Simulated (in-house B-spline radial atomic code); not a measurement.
A calculation on As2+ (an excited or competing configuration): its settings, and results tabulated from the run. Computed with an all-electron radial atomic-structure program (B-spline basis): non-relativistic B3LYP, spin-polarised, spherical fractional occupations, exact exchange averaged over the configuration, point nucleus.

Command:
```bash
python run_scf.py task.json out
```
Settings:
```
Z                33
configuration    [Ar] 3d9 4s2 4p1 4f1
hamiltonian      nr
method           b3lyp
spin_polarised   True
exact_exchange   averaged over the configuration
```

Output (hartree, bohr):
```
 radial grid: 53 intervals, B-splines of order 8, outer radius 38.5185 bohr

 iter        energy (Eh)    residual
    1       -2230.366412    4.13e-01
    2       -2231.153724    2.61e-01
    3       -2232.408054    1.76e-02
    4       -2232.415003    6.17e-03
    5       -2232.415402    6.41e-04
    6       -2232.415414    2.05e-04
    7       -2232.415415    2.19e-05
    8       -2232.415415    3.75e-06
    9       -2232.415415    1.57e-07

 total energy                     -2232.41541
 kinetic                            2230.9256
 electron-nucleus                  -5295.7482
 Hartree                             913.7834
 exact exchange                      -15.7890
 exchange-correlation                -65.5872

 orbital      occ     eigenvalue          <r>       <r^2>       <1/r>       <r^4>       r_max
 1s up      1.000      -427.4321    0.0463817  0.00288144      32.499 2.11145e-05     0.03062
 1s down    1.000      -427.4285    0.0463812  0.00288138     32.4992 2.11133e-05     0.03062
 2s up      1.000       -55.4875     0.206609    0.050265     7.16553  0.00435617      0.1736
 2s down    1.000       -55.4448      0.20652   0.0502181     7.16872   0.0043467      0.1736
 2p up      3.000       -49.7648     0.178834   0.0391047      7.1347  0.00306045      0.1379
 2p down    3.000       -49.7283     0.178737   0.0390568     7.13761  0.00305121      0.1378
 3s up      1.000        -8.5744     0.602805    0.417824     2.35324     0.27724      0.5285
 3s down    1.000        -8.5011     0.603531    0.418813       2.349    0.278544      0.5288
 3p up      3.000        -6.6234     0.612993    0.440089     2.23874    0.328342      0.5219
 3p down    3.000        -6.5435     0.614091    0.441644     2.23352    0.330611      0.5225
 3d up      5.000        -3.1965      0.64259    0.511688     1.97728    0.565319      0.4688
 3d down    4.000        -3.1317     0.644515     0.51484     1.97248     0.57186      0.4697
 4s up      1.000        -1.6110      1.70726     3.29419    0.772379     16.3986       1.509
 4s down    1.000        -1.5499       1.7149     3.32952    0.770201     16.8712       1.508
 4p up      1.000        -1.1793       1.9361     4.26481    0.674396     28.2557       1.686
 4f up      1.000        -0.2502      5.36228     32.5047    0.215514     1627.65       4.784
```

Time taken, with all properties: 0.12 s on 1 thread of Intel(R) Xeon(R) 6975P-C, with other jobs on the host.
